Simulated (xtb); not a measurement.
HCl$_{2}$OTi (SMILES [OH][Ti]([Cl])[Cl]), doublet, from a rough starting geometry (GFN-xTB shapes and energies of metal compounds can be far from the true ones) (the multiplicity is a formal guess); GFN2-xTB in xtb.

The xtb input:
```
$ xtb mol.xyz --gfn 2 --uhf 1 --opt vtight --json

# file mol.xyz
5

Ti    -0.29128222     0.12176233    -0.17826821
Cl    -2.16126485    -0.81225310    -0.40619035
Cl    -0.48442223     2.00275610    -1.26365135
O      1.08965605    -0.49268089     0.57893740
H      1.79980473    -0.77859482     1.08598246
```

Output, abridged:

```
   ID    Z sym.   atoms
    1   22 Ti     1
    2   17 Cl     2, 3
    3    8 O      4
    4    1 H      5

           -------------------------------------------------
          |                Calculation Setup                |
           -------------------------------------------------

           -------------------------------------------------
          |                 G F N 2 - x T B                 |
           -------------------------------------------------

          ...................................................
          :                      SETUP                      :
          :.................................................:
          :  # basis functions                  35          :
          :  # atomic orbitals                  32          :
          :  # shells                           12          :
          :  # electrons                        25          :
          :  max. iterations                   250          :
          :  Hamiltonian                  GFN2-xTB          :
          :  restarted?                      false          :
          :  GBSA solvation                  false          :
          :  PC potential                    false          :
          :  electronic temp.          300.0000000     K    :
          :  accuracy                    1.0000000          :
          :  -> integral cutoff          0.2500000E+02      :
          :  -> integral neglect         0.1000000E-07      :
          :  -> SCF convergence          0.1000000E-05 Eh   :
          :  -> wf. convergence          0.1000000E-03 e    :
          :  Broyden damping             0.4000000          :
          :  net charge                          0          :
          :  unpaired electrons                  1          :
          ...................................................

 iter      E             dE          RMSdq      gap      omega  full diag
   1    -15.3595734 -0.153596E+02  0.892E+00    0.63       0.0  T
   2    -15.4491489 -0.895755E-01  0.407E+00    0.60       1.0  T
   3    -15.4532991 -0.415022E-02  0.233E+00    0.62       1.0  T
   4    -15.4534920 -0.192827E-03  0.598E-01    0.64       1.0  T
   5    -15.4538105 -0.318542E-03  0.238E-01    0.64       1.0  T
   6    -15.4538305 -0.199998E-04  0.259E-01    0.64       1.0  T
   7    -15.4538803 -0.498071E-04  0.686E-02    0.64       1.0  T
   8    -15.4538843 -0.403774E-05  0.260E-02    0.64       1.7  T
   9    -15.4538845 -0.169860E-06  0.236E-02    0.64       1.9  T
  10    -15.4538848 -0.284792E-06  0.509E-03    0.64       8.8  T
  11    -15.4538848 -0.146591E-07  0.193E-03    0.64      23.2  T
  12    -15.4538848 -0.435898E-08  0.118E-03    0.64      37.8  T
  13    -15.4538848 -0.147161E-08  0.391E-04    0.64     114.4  T
  14    -15.4538848 -0.213292E-09  0.244E-04    0.64     183.1  T

   *** convergence criteria satisfied after 14 iterations ***

         :::::::::::::::::::::::::::::::::::::::::::::::::::::
         ::                     SUMMARY                     ::
         :::::::::::::::::::::::::::::::::::::::::::::::::::::
         :: total energy             -15.394135151709 Eh    ::
         :: gradient norm              0.065408534765 Eh/a0 ::
         :: HOMO-LUMO gap              0.636615112076 eV    ::
         ::.................................................::
         :: SCC energy               -15.453882849685 Eh    ::
         :: -> isotropic ES            0.055286624605 Eh    ::
         :: -> anisotropic ES          0.000199983169 Eh    ::
         :: -> anisotropic XC         -0.001256286184 Eh    ::
         :: -> dispersion             -0.003462850849 Eh    ::
         :: repulsion energy           0.059747697976 Eh    ::
         :: add. restraining           0.000000000000 Eh    ::
         :: total charge              -0.000000000000 e     ::
         :::::::::::::::::::::::::::::::::::::::::::::::::::::

      -----------------------------------------------------------
[...]
 * total energy  :   -15.3941352 Eh     change       -0.1093383E-09 Eh
 * total energy  :   -15.3967288 Eh     change       -0.2593688E-02 Eh
 * total energy  :   -15.3968695 Eh     change       -0.1406325E-03 Eh
 * total energy  :   -15.3969134 Eh     change       -0.4394731E-04 Eh
 * total energy  :   -15.3969454 Eh     change       -0.3201855E-04 Eh
 * total energy  :   -15.3969809 Eh     change       -0.3543302E-04 Eh
 * total energy  :   -15.3970107 Eh     change       -0.2986511E-04 Eh
 * total energy  :   -15.3970314 Eh     change       -0.2068327E-04 Eh
 * total energy  :   -15.3970355 Eh     change       -0.4094583E-05 Eh
 * total energy  :   -15.3970360 Eh     change       -0.5318870E-06 Eh
 * total energy  :   -15.3970361 Eh     change       -0.9066101E-08 Eh
   *** GEOMETRY OPTIMIZATION CONVERGED AFTER 11 ITERATIONS ***
         :: total energy             -15.397036054964 Eh    ::
[...]
         3        2.0000           -0.7360693             -20.0295
         4        2.0000           -0.5983164             -16.2810
         5        2.0000           -0.4967174             -13.5164
         6        2.0000           -0.4929155             -13.4129
         7        2.0000           -0.4867673             -13.2456
         8        2.0000           -0.4552924             -12.3891
         9        2.0000           -0.4493265             -12.2268
        10        2.0000           -0.4426827             -12.0460
        11        2.0000           -0.4389065             -11.9433
        12        2.0000           -0.4356712             -11.8552
        13        1.0000           -0.3308164              -9.0020 (HOMO)
        14        0.0000           -0.3056105              -8.3161 (LUMO)
        15                         -0.2853030              -7.7635
        16                         -0.2568654              -6.9897
        17                         -0.2377342              -6.4691
        18                         -0.0180907              -0.4923
        19                         -0.0049878              -0.1357
        20                          0.0280394               0.7630
        21                          0.0284942               0.7754
        22                          0.0285273               0.7763
        23                          0.0287590               0.7826
        24                          0.0287795               0.7831
       ...                                ...                  ...
        32                          0.8275498              22.5188
      -------------------------------------------------------------
                  HL-Gap            0.0252059 Eh            0.6859 eV
             Fermi-level           -0.3507286 Eh           -9.5438 eV

     #   Z          covCN         q      C6AA      α(0)
     1  22 Ti       2.249     0.760   207.749    35.290
     2  17 Cl       0.761    -0.271   107.573    15.865
     3  17 Cl       0.761    -0.270   107.567    15.865
     4   8 O        1.533    -0.550    24.087     6.620
     5   1 H        0.807     0.331     0.634     1.250

 Mol. C6AA /au·bohr⁶  :       1609.389950
 Mol. C8AA /au·bohr⁸  :      95979.684227
 Mol. α(0) /au        :         74.890923

Wiberg/Mayer (AO) data.
largest (>0.10) Wiberg bond orders for each atom

 ---------------------------------------------------------------------------
     #   Z sym  total        # sym  WBO       # sym  WBO       # sym  WBO
 ---------------------------------------------------------------------------
     1  22 Ti   3.560 --     4 O    1.225     3 Cl   1.148     2 Cl   1.147
     2  17 Cl   1.276 --     1 Ti   1.147
     3  17 Cl   1.276 --     1 Ti   1.148
     4   8 O    2.182 --     1 Ti   1.225     5 H    0.846
     5   1 H    0.890 --     4 O    0.846
 ---------------------------------------------------------------------------

Topologies differ in total number of bonds
Writing topology from bond orders to xtbtopo.mol

molecular dipole:
                 x           y           z       tot (Debye)
 q only:        0.936      -0.404       0.569
   full:        1.159      -0.501       0.706       3.676
molecular quadrupole (traceless):
                xx          xy          yy          xz          yz          zz
 q only:       -0.193      -2.791      -2.325      -0.142       2.284       2.517
  q+dip:        0.322      -3.960      -3.266       0.522       2.530       2.944
   full:        0.121      -4.113      -3.404       0.294       2.874       3.284

optimized geometry written to: xtbopt.xyz

           -------------------------------------------------
          | TOTAL ENERGY              -15.397036054964 Eh   |
          | GRADIENT NORM               0.000205955416 Eh/α |
          | HOMO-LUMO GAP               0.685888314763 eV   |
           -------------------------------------------------

normal termination of xtb
```
